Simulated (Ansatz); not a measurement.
`[F][Sn]([F])([F])[GeH3]` + CH₃NH₂ → `C[NH][GeH3]` + `[F][SnH]([F])[F]`  (cleavage of the Ge–Sn bond)

Isolated molecules relaxed with PBE0-D4/def2-TZVP in Ansatz; ΔE leaves out vibrations. CCSD(T)/CBS adds triple-zeta CCSD(T) − MP2 to the extrapolated MP2 energy (def2 sets, frozen cores). def2 core potentials past Kr. For Ge, Sn outer-core shells are correlated without core-valence functions, which leaves a few kJ/mol of doubt a bond. Scalar relativity is left out up to krypton.

```json
{"species": "`[F][Sn]([F])([F])[GeH3]`", "CCSD(T)/CBS(def2) energy (Eh)": "-2591.43115"}
{"species": "CH₃NH₂", "CCSD(T)/CBS(def2) energy (Eh)": "-95.75281"}
{"species": "`C[NH][GeH3]`", "CCSD(T)/CBS(def2) energy (Eh)": "-2173.06430"}
{"species": "`[F][SnH]([F])[F]`", "CCSD(T)/CBS(def2) energy (Eh)": "-514.09299"}
```

**Question.** Work out ΔE.

**Answer.** ΔE = (-2173.06430) + (-514.09299) − (-2591.43115) − (-95.75281) = 0.02667 Eh = +0.73 eV.

**Question.** What do rigid-rotor, harmonic-oscillator terms from PBE0-D4/def2-TZVP frequencies (298.15 K, 1 bar) make of the CCSD(T)/CBS value? (Best estimate.)

**Answer.** Computed: ΔZPE = -0.09 eV, ΔH = +0.60 eV, ΔS = -15 J/(mol·K), ΔG = +0.65 eV. Modes under 50 cm⁻¹ make the entropy rough.

Largest T1 diagnostic among the species: 0.015.

From BLYP to BHLYP (50 % exact exchange), in def2-TZVPP and without D4, ΔE moves by −0.11 eV. At CCSD(T), def2-SVP lies −0.09 eV from the extrapolated value and def2-TZVPP −0.09 eV.
